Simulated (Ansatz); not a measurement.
Basis-set extrapolation for C₂H₈B₂F₂, SMILES `C[B@H-]1[F+][B@@H-](C)[F+]1` (PBE0-D4/def2-TZVP geometry, frozen core, the Gaussian-basis code of Ansatz). Multiplicity 1, RHF reference.

|  | cc-pV(T+d)Z | cc-pV(Q+d)Z |
| --- | --- | --- |
| HF | -328.858447 | -328.882960 |
| MP2 correlation | -1.085880 | -1.168052 |
| CCSD(T) correlation | -1.169297 | not run |

Energies in hartree. Use E(X) = E(∞) + A·exp(−5.46·√X) for Hartree–Fock and E(X) = E(∞) + B·X^(−3.05) for correlation, with X = 3 and 4, and add CCSD(T) minus MP2 of the smaller set to the MP2 limit.

Problem. What is the CCSD(T) energy at the basis-set limit?

Solution. HF limit: -328.882960 + (-0.024513) × 0.30130 = -328.89035. MP2 limit: -1.168052 + (-0.082172) × 0.71189 = -1.22655. Higher-order term: -1.169297 − (-1.085880) = -0.08342. Total: -330.20032 hartree, 108.3 kcal/mol below CCSD(T)/cc-pV(T+d)Z.
